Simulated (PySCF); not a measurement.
AlHBr2, SMILES [AlH]([Br])[Br].

Geometry: B3LYP-D3(BJ)/def2-SVP.

Computed with IEF-PCM-PBE0/def2-SVP run with PySCF.

The values are the electrostatic part of the solvation free energy, E(continuum) − E(gas) at the gas-phase geometry, in a cavity of scaled van der Waals radii (PySCF's table); cavitation and dispersion terms are not included. A continuum can't describe solvent molecules that bind to the metal. In vacuum the orbital gap is 6.93 eV. The dipole moment in vacuum is 0.94 D.

```
solvent            ε  ΔG(elec) (kcal/mol)  dipole (D)  gap (eV)
-------------  -----  -------------------  ----------  --------
water          78.36                 -4.7        1.40      7.44
acetone        20.49                 -4.4        1.37      7.41
chlorobenzene   5.70                 -3.5        1.28      7.31
```
